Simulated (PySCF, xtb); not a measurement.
HfIH3, SMILES [I][HfH3], multiplicity 1.

Harmonic wavenumbers (cm⁻¹) from GFN2-xTB run with xtb 6.7.1 at its own minimum, in rising order: 173, 430, 430, 573, 641, 641, 1315, 1316, 1381.

Problem. What does PBE-D3(BJ)/def2-TZVP (PySCF) give at its own minimum? (An estimate is asked for; the answer gives what the named calculation found.)

Solution. 190, 308, 309, 552, 629, 629, 1684, 1684, 1722. Paired by order, the mean absolute difference is 154 cm⁻¹ and the zero-point energies are 9.9 and 11.0 kcal/mol.
